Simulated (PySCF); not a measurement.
Computed IR spectrum (relative IR intensity) of a molecule CH3NO3Si. Geometry: PBE-D3(BJ)/def2-SVP. The values are those of a single conformer. Method: PBE-D3(BJ)/def2-SVP (PySCF). Frequencies are harmonic and unscaled.

Lines under 2 % of the strongest are left out, and lines within 2 cm⁻¹ are merged.

| ν (cm⁻¹) | relative intensity |
|---|---|
| 142 | 7.9 |
| 207 | 3.0 |
| 273 | 2.7 |
| 326 | 7.4 |
| 363 | 4.1 |
| 563 | 4.6 |
| 586 | 2.5 |
| 596 | 5.2 |
| 752 | 5.3 |
| 770 | 8.9 |
| 820 | 10 |
| 853 | 30 |
| 890 | 8.7 |
| 956 | 17 |
| 1465 | 3.4 |
| 2259 | 10 |
| 2396 | 100 |
| 3760 | 7.0 |
| 3772 | 6.7 |

Which molecule gave these data?
A. O[Si]1(O)N=CO1
B. O=C=N[SiH](O)O
C. N#CO[SiH](O)O

B, O=C=N[SiH](O)O
